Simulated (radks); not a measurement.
Results of a calculation; reference values are marked as such.
Problem. These are the eigenvalues of the occupied orbitals of an atom or ion with whole-number occupations (hartree). Level of theory: non-relativistic Kohn-Sham, TPSS, spin-polarised, spherical densities, point nucleus; meta-GGA in the generalised Kohn-Sham scheme (a radial shooting solver on a logarithmic mesh with Libxc functionals).

1s up: -575.0225
1s down: -574.9245
2s up: -103.2549
2s down: -103.1998
2p up: -96.85867
2p down: -96.75892
3s up: -36.73940
3s down: -36.38790
3p up: -34.49051
3p down: -34.14299

Which element is it, and in what charge state? The configuration may be excited. Open shells, if any, are filled with parallel spins first.

Solution. Z = 37, rubidium, charge +21: Rb21+ in [Ne] 3s2 3p4. The list shows which subshells hold electrons but not how many an open one holds; the 1s level, -575.02 hartree, gives Z - s = 33.9 by -(Z - s)^2/2, which with screening narrows Z to a few neighbours, and the depths of the outer levels then fix element, charge and occupations together.
